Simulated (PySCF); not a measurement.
C6H7F3.
Structure used (PBE0-D3(BJ)/def2-SVP), in Å, numbered top down from 1:
```
atom  x, y, z in Å
C1     3.0007    0.3006   -0.3985
C2     1.7192    0.3347   -0.0063
C3     0.9489   -0.8530    0.3211
C4    -0.3325   -0.8974    0.7253
C5    -1.2409    0.2727    0.9228
C6    -2.3950    0.2876   -0.0523
F7    -3.1983    1.3327    0.1747
F8    -3.1391   -0.8199    0.0519
F9    -1.9752    0.3705   -1.3158
H10    3.5416   -0.6463   -0.4925
H11    3.5487    1.2142   -0.6397
H12    1.2196    1.3063    0.0669
H13    1.4826   -1.8053    0.2266
H14   -0.7776   -1.8771    0.9247
H15   -0.7208    1.2342    0.8208
H16   -1.6908    0.2492    1.9288
```

Linear response at CAM-B3LYP/def2-SVPD (PySCF, frozen core in the response, non-relativistic).

Static isotropic polarisability: 81.68 au (12.10 Å³), principal values 56.7, 67.9, 120.4 au.

(1) What is the polarisability at 1064 nm and at the sodium D line?

(2) What is the isotropic C6 coefficient between two such molecules, C6 = (3/π)∫α(iω)² dω?

(3) Which effective excitation energy ω̄ makes London's formula C6 = (3/4)α²ω̄ exact here?

(4) What molar refraction at the D line follows from R = (4π/3)·N_A·α′, with α′ the polarisability volume?

(5) What three-body coefficient follows from the one-pole estimate C9 = (3/4)·α·C6?

(6) What n − 1 at the D line would an ideal gas of it have at 273.15 K and 1 atm (2.6868 × 10¹⁹ cm⁻³), by n − 1 = 2π·N·α′?

(7) How anisotropic is the static polarisability, by Δα² = ½[(α1 − α2)² + (α2 − α3)² + (α3 − α1)²]?

Results:

(1) 82.78 au at 1064 nm (+1.3 %), 85.55 au at 589.3 nm (+4.7 %). The rise at 589.3 nm is 3.51 times that at 1064 nm; a pure ω² law gives 3.26. The lowest singlet lies at 215 nm, shorter than both wavelengths.

(2) 2645 au (Eh·bohr⁶) by a ten-point quadrature over imaginary frequencies, which is 1580 eV·Å⁶ or 152 J·nm⁶/mol.

(3) ω̄ = 4·C6/(3α²) = 0.529 Eh = 14.4 eV. A one-pole form α(ω) = α/(1 − ω²/ω̄²) fitted to the 1064 nm value gives 10.1 eV. London's choice of the ionisation energy (9.01 eV, ΔSCF at the same level) gives C6 = 1660 au, 37 % too low.

(4) α′ = 12.68 Å³ gives R = 31.98 cm³/mol, for isolated, non-vibrating species.

(5) 162000 au. This is an estimate from the two numbers above, not a computed integral.

(6) 21.40 × 10⁻⁴, a formal value whether or not that pressure can be reached.

(7) Δα = 58.9 au, or 0.72 of the isotropic value.

One conformer stands for the species.
